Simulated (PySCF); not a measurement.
B₂Cl₄, charge +1, doublet, at a GFN2-xTB geometry (a state made from the parent by changing its charge; the spin is typed, not shown lowest). Base run: SVWN5/def2-SV(P) in PySCF.

The PySCF input:
```python
from pyscf import gto, scf, dft

mol = gto.M(
    atom='''
Cl   -1.616614   -1.230963    0.932749
B    -0.926728   -0.086481   -0.070011
Cl   -1.658216    0.925362   -1.180152
B     0.926728    0.086481    0.070011
Cl    1.816168   -0.894556   -0.948701
Cl    1.458661    1.200157    1.196103
''',
    basis='def2-sv(p)',
    charge=1,
    spin=1,
    verbose=3,
)

mf = dft.UKS(mol)
mf.xc = 'lda,vwn'
mf.kernel()
```

The base run was repeated with changes; each row names its change, and settings that it needs were set with it.

| change | ΔE vs base (mEh) | fitting functions |
|---|---|---|
| base | 0.000 | - |
| auxbasis = cc-pvdz-jkfit | -0.177 | 588 |
| auxbasis = cc-pvqz-jkfit | -0.068 | 804 |
| auxbasis = def2-svp-ri | -3378.1 | 344 |
| auxbasis = autoaux | -0.054 | 830 |
| auxbasis = def2-tzvp-ri | -117.1 | 604 |
| auxbasis = def2-universal-jfit | -0.326 | 302 |
| auxbasis = even-tempered beta=2.0 | -0.083 | 898 |
| auxbasis = even-tempered beta=3.0 | -4.368 | 596 |
| auxbasis = cc-pvtz-jkfit | -0.140 | 642 |

A fitting set is made for a task (jfit for Coulomb, jkfit for Coulomb and exchange, ri for correlation) and for a family of orbital bases.

Open shells are given as the SCF converged; they aren't shown to be the lowest states, and a large step between rows can be another state.
